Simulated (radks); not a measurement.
Results of a calculation; reference values are marked as such.
Spherical jellium clusters: N electrons in a uniform positive sphere of charge N and radius rs N^(1/3), rs = 2.3 bohr. Level of theory: non-relativistic Kohn-Sham, exchange-only LDA, spin-polarised, spherical densities (a radial shooting solver with Libxc functionals). Levels are named by radial order and angular momentum (1s, 1p, 1d, 2s, ...), and open shells are averaged over m.

N = 23, configuration 1s2 1p6 1d10 2s2 1f(up 3, down 0). This is the lowest configuration that the search found. Occupied and some empty levels:

| level | occupation | eigenvalue (eV) | <r> (bohr) |
|---|---|---|---|
| 1s up | 1 | -9.7238 | 3.984 |
| 1s down | 1 | -9.5164 | 3.829 |
| 1p up | 3 | -7.5051 | 4.855 |
| 1p down | 3 | -7.1177 | 4.743 |
| 1d up | 5 | -4.8664 | 5.559 |
| 1d down | 5 | -4.3570 | 5.488 |
| 2s up | 1 | -4.0093 | 5.074 |
| 2s down | 1 | -3.6660 | 5.073 |
| 1f up | 3 | -1.9941 | 6.360 |
| 1f down | 0 | -1.4173 | 6.360 |
| 2p up | 0 | -1.4146 | 7.198 |
| 2p down | 0 | -1.0324 | 7.318 |

Energy (eV): total 5.51074, kinetic 105.40, external -2541.5, Hartree 1227.5, exchange-correlation -106.33, background 1320.4.

Electron density:

| r (bohr) | n(r) (e/bohr^3) |
|---|---|
| 0.222 | 0.02461 |
| 1.06 | 0.02244 |
| 1.90 | 0.01949 |
| 2.73 | 0.01847 |
| 3.57 | 0.01953 |
| 4.40 | 0.01984 |
| 5.24 | 0.01659 |
| 6.08 | 0.01052 |
| 6.91 | 0.005077 |
| 7.75 | 0.002097 |
| 8.59 | 0.0008102 |
| 9.42 | 0.0003049 |
| 10.3 | 0.0001142 |
| 11.1 | 0.00004347 |
